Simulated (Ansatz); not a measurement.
Reaction (formal exchange of groups at the Al–F bond): `C[S][AlH][F]` + `CF` → `C[S][AlH][CH2]F` + H–F

Isolated molecules relaxed with PBE0-D4/def2-TZVP in Ansatz; ΔE leaves out vibrations. CCSD(T)/CBS is the MP2 limit (def2-TZVPP, def2-QZVPP) plus CCSD(T) − MP2 in def2-TZVPP, frozen cores. This one scheme is used for every species. Functionals use def2-TZVPP. B3LYP here is the variant with VWN-RPA as its local correlation; programs differ in this. Each species was taken in one conformer, which may not be the lowest.

```csv
level,ΔE (eV),difference from CCSD(T)/CBS
PBE-D4,2.02,-0.13
r2SCAN-D4,2.18,0.03
PBE0-D4,2.06,-0.09
B3LYP-D4,2.15,0.00
ωB97X-V,2.16,0.01
ωB97M-V,2.14,-0.01
B2PLYP,2.23,0.08
PBE,2.06,-0.09
r2SCAN,2.19,0.04
PBE0,2.10,-0.05
B3LYP,2.22,0.07
HF/def2-TZVPP,2.38,0.23
MP2/def2-TZVPP,2.20,0.05
SCS-MP2/def2-TZVPP,2.24,0.09
CCSD/def2-TZVPP,2.19,0.04
CCSD(T)/def2-TZVPP,2.16,0.01
HF/def2-QZVPP,2.41,0.26
MP2/def2-QZVPP,2.20,0.05
SCS-MP2/def2-QZVPP,2.24,0.09
HF/CBS(def2),2.42,0.27
MP2/CBS(def2),2.19,0.04
CCSD/CBS(def2),2.19,0.04
CCSD(T)/CBS,2.15,0
```

Largest T1 diagnostic among the species: 0.012.

In def2-TZVPP, CCSD(T) changes the Hartree–Fock value by −0.23 eV (the triples alone add −0.03 eV) and MP2 by −0.19 eV. From PBE to PBE0 (25 % exact exchange), in def2-TZVPP and without D4, ΔE moves by +0.04 eV.
